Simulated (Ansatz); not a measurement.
System: sum formula SiN3H7, net charge 0, singlet state. 
Geometry from a B3LYP-D3(BJ)/def2-TZVP (Ansatz, a program for electronic structure) optimisation:
```
Si
N 1 1.7143
H 2 1.0068 1 120.49
H 2 1.0068 3 112.22 1 -151.24
N 1 1.7197 2 104.06 3 170.42
H 5 1.0073 1 120.48 2 158.41
H 5 1.0081 6 111.58 1 -152.18
N 1 1.7197 2 104.06 3 40.70
H 8 1.0073 1 120.48 2 -158.41
H 8 1.0081 9 111.58 1 152.18
H 1 1.4847 2 119.93 3 -74.44
```
Charge 0, spin multiplicity 1.

Property: vertical triplet-singlet gap (E(triplet) - E(singlet); each state is the SCF solution reached for its spin; the UHF <S^2> is 2.10 for the triplet (pure: 2.00); for the triplet the Hartree-Fock reference is unstable and T1 is 0.034), in kcal/mol. Open shells are spin-unrestricted. No spin-orbit coupling. Non-relativistic. 

```
level                  program  vertical triplet-singlet gap (kcal/mol)
---------------------  -------  ---------------------------------------
HF/aug-cc-pV(Q+d)Z      Ansatz                                    115.9
RI-HF/aug-cc-pV(T+d)Z   Ansatz                                    115.9
r2SCAN/def2-TZVPD       Ansatz                                    129.8
PBE0/def2-TZVPD         Ansatz                                    134.0
CAM-B3LYP/def2-TZVPD    Ansatz                                    144.3
wB97X-V/def2-TZVPD      Ansatz                                    149.8
```
